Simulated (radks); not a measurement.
Fractional charge and spin in the 5p shell of cerium: the spin-up occupation runs from 2 to 3 and the spin-down occupation from 2 to 3; the fullest corner is Ce+, [Kr] 4d10 4f(up 0.5, down 0.5) 5s2 5d(up 1, down 1) 5p(up 3, down 3). Calculated with a radial shooting solver on a logarithmic mesh with Libxc functionals: scalar-relativistic Kohn-Sham, PBEsol, spin-polarised, spherical densities, finite nucleus; Fermi nuclear charge, rms radius of each element as measured or else 0.836 A^(1/3) + 0.57 fm. Energy (eV) minus the two flat planes that join the four corners (they meet along the diagonal where the two added fractions sum to one electron); zero is where a piecewise linear energy would lie.

down \ up       2     2.5       3
2           0.000  -1.392   0.000
2.5        -1.392   0.193  -1.255
3           0.000  -1.255   0.000

Corners above the fullest one (they belong to Ce2+ and the next ion): (up 3, down 2) 32.095 eV, (up 2, down 3) 32.095 eV, (up 2, down 2) 75.585 eV. With half an added electron in each spin the energy lies 0.193 eV from the planes, and with half an added electron in spin up alone -1.392 eV. The planes are only a guide here: the flat-plane condition holds for ground states with one frontier orbital, while this shell lies below other occupied shells, so the corners above the fullest one are inner-hole states and not the ground states of those ions.
